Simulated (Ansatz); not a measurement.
Species: ZrF₃, net charge 0, doublet state. SMILES of the parent species: [F][Zr]([F])[F]
Geometry: optimised at B3LYP-D3(BJ)/def2-TZVP (Ansatz, an electronic-structure program).

Property: atomisation energy, in kcal/mol. Conventions: dispersion terms only where a functional's name holds one; spin-orbit terms left out; open shells spin-unrestricted; 6-31G* and kin with 6d, 5d where marked; LANL2DZ with its own core potentials from Na on; def2 sets with scalar-relativistic core potentials past Kr; valence correlation only (noble-gas shells and the d and f shells of earlier blocks); atomisation electronic, to ground-state atoms. First-principles rows: single points at B3LYP-D3(BJ) geometries (Ansatz). The spin state of an ion or metal species was assumed, not searched.

| level | program | atomisation energy (kcal/mol) |
|---|---|---|
| HF/LANL2DZ | Ansatz | 298.1 |
| HF/6-31G* with LANL2DZ past Ar | Ansatz | 329.8 |
| SVWN5/6-31G* with LANL2DZ past Ar | Ansatz | 544.5 |
| PBE/def2-SVP | Ansatz | 498.8 |
| BLYP/6-31G* with LANL2DZ past Ar | Ansatz | 478.6 |
| B3LYP/LANL2DZ | Ansatz | 431.9 |
| B3LYP/def2-SVP | Ansatz | 472.5 |
| B3LYP/6-31G* with LANL2DZ past Ar | Ansatz | 459.0 |
| PBE0/6-31G* with LANL2DZ past Ar | Ansatz | 455.0 |
| MP2/LANL2DZ | Ansatz | 417.0 |
| MP2/6-31G* with LANL2DZ past Ar | Ansatz | 462.1 |
| PBE/def2-TZVPD | Ansatz | 483.1 |
| B3LYP-D3(BJ)/def2-TZVPD | Ansatz + dftd3 | 461.7 |
| wB97M-V/def2-TZVPD | Ansatz | 461.0 |

No value to compare with is used here. The 11 habitual levels span 298.1 (HF/LANL2DZ) to 544.5 kcal/mol (SVWN5/6-31G* with LANL2DZ past Ar); PBE/def2-TZVPD gives 483.1.

The levels are drawn from those run, B3LYP/6-31G* more often than the rest, none by its result; runs whose electronic state is in doubt are left out.
